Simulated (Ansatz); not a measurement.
Li3Cl3⁺. Charge 1, multiplicity 2. Geometry PBE0-D4/def2-SVP, basis def2-TZVP, Ansatz.

```xyz
6

Li   -2.507   -3.460   -1.396
Li   -0.131   -0.182   -0.051
Li    2.014    2.787    1.083
Cl    2.083    0.704    0.166
Cl   -0.119    2.008    0.917
Cl   -1.340   -1.857   -0.720
```

| run | HOMO (eV) | LUMO (eV) |
| --- | --- | --- |
| A | -11.47 | -9.10 |
| B | -11.88 | -8.73 |
| C | -10.51 | -9.64 |
| D | -10.81 | -9.51 |
| E | -14.73 | -6.57 |

LC-ωPBE has ω = 0.4 bohr⁻¹. HSE06 is defined as in plane-wave codes, on full-range PBE exchange. In the doublet, Cl4 and Cl5 lie 2.67 Å apart (atoms count from 1), so these atoms are partly bonded to each other. The structure comes from a short search, and lower isomers may exist.

HOMO and LUMO are taken over both spins.

Problem. The runs used HSE06, LC-ωPBE, PBE, PBE0, r2SCAN. Estimate which is which.

Solution. A HSE06 (range-separated); B PBE0 (25 % exact exchange); C PBE (0 % exact exchange); D r2SCAN (0 % exact exchange); E LC-ωPBE (range-separated). Exact exchange lowers occupied and raises empty levels; among semilocal functionals meta-GGAs tend to open the gap a little, and such runs are hard to tell apart. The gap grows from 0.87 eV (PBE) to 8.15 eV (LC-ωPBE).
